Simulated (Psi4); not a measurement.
Cl$_{2}$Se (SMILES Cl[Se]Cl), singlet, at a GFN2-xTB geometry. Base run: Psi4 with HF/def2-SVP.

Input for Psi4:
```
memory 2 GB

molecule mol {
0 1
  Se    0.001365    0.001249    0.686465
  Cl    1.041334    1.259457   -0.690832
  Cl   -1.044063   -1.261955   -0.682097
}

set basis def2-svp
set reference rhf
set stability_analysis check
set scf_type pk

energy('scf')
print_variables()
```

The bond that is stretched is that between atoms 2 and 1. A test that says stable can miss a lower solution.

Each row names what was changed in the base input (with any setting that the change needs).

```tsv
change	ΔE vs base (kcal/mol)	<S^2>	outcome
base	0.000	0.000	converged
stability_analysis = follow; reference = uhf	0.000	0.000	converged
bond × 1.25	25.43	0.000	converged
stability_analysis = follow; reference = uhf; bond × 1.25	17.59	0.576	converged
bond × 1.5	63.9	0.000	converged
stability_analysis = follow; reference = uhf; bond × 1.5	22.10	0.934	converged
bond × 1.8	98.2	0.000	converged
stability_analysis = follow; reference = uhf; bond × 1.8	-	-	not converged
bond × 2.2	123.5	0.000	converged
stability_analysis = follow; reference = uhf; bond × 2.2	-	-	not converged
bond × 3.0	-	-	not converged
stability_analysis = follow; reference = uhf; bond × 3.0	-	-	not converged
```

Psi4 reported an instability in these rows: stability_analysis = follow; reference = uhf; bond × 1.25; stability_analysis = follow; reference = uhf; bond × 1.5; stability_analysis = follow; reference = uhf; bond × 1.8; stability_analysis = follow; reference = uhf; bond × 2.2 (restricted rows aren't judged here).

Where a bond breaks into two radicals, a solution with restricted orbitals usually stops being the lowest and lies too high; an unrestricted one lies lower at the price of spin contamination, which <S^2> shows.
